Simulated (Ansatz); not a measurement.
CH7FNPSi, SMILES `C[Si](N)(F)P` at its PBE0-D4/def2-TZVP geometry, where that method's forces vanish. The species carries charge 0 and has multiplicity 1.

```xyz
12

C    -0.2341    1.4052    0.5562
Si    0.0848   -0.0857   -0.5008
N     1.6858   -0.6060   -0.2569
F    -0.2179    0.3609   -2.0196
P    -1.2148   -1.8913   -0.1922
H     0.4724    2.2049    0.3143
H    -0.1313    1.1625    1.6155
H    -1.2420    1.7884    0.3854
H     2.0221   -1.4742   -0.6395
H     2.4358    0.0456   -0.0938
H    -2.4233   -1.1719   -0.3884
H    -1.2375   -1.7384    1.2197
```

Task: What forces (eV/Å) does r2SCAN-D4/def2-TZVPP give on these atoms in the Gaussian-basis code of Ansatz? (An estimate is asked.)

Result: Ansatz gave: 
```
C1   0.003 -0.021 -0.003
Si2 -0.027  0.024  0.037
N3  -0.019 -0.003  0.020
F4  -0.017  0.014 -0.051
P5  -0.005 -0.047 -0.011
H6  -0.012 -0.003  0.012
H7  -0.005  0.027 -0.016
H8   0.022  0.005  0.012
H9   0.033 -0.007 -0.007
H10  0.035 -0.003 -0.002
H11  0.001  0.008  0.009
H12 -0.010  0.006  0.000
```
